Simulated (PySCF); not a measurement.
**Electron correlation in Co+ (cobalt, charge +1)**

[Ar] 3d7 4p1, one real determinant (an excited configuration). Calculation: PySCF 2.14, in aug-cc-pVTZ-DK (8s7p5d3f2g, 93 functions); the spin-free X2C one-electron Hamiltonian (Gaussian nucleus). Frozen: [Ar]; 8 electrons correlated.

```
  level  correlation energy (mhartree)
   CCSD                        -202.33
    (T)                          -5.53
CCSD(T)                        -207.86
```

Diagnostics: T1 = 0.013, D1 = 0.0397, largest double amplitude 0.033.

The real determinant used has ⟨L²⟩ near 14 against 20 for a pure G term, so it mixes terms.

Cost of the coupled-cluster step: roughly 60 core-seconds, for 8 correlated electrons.

The reference is one real determinant that mixes LS terms of this configuration.
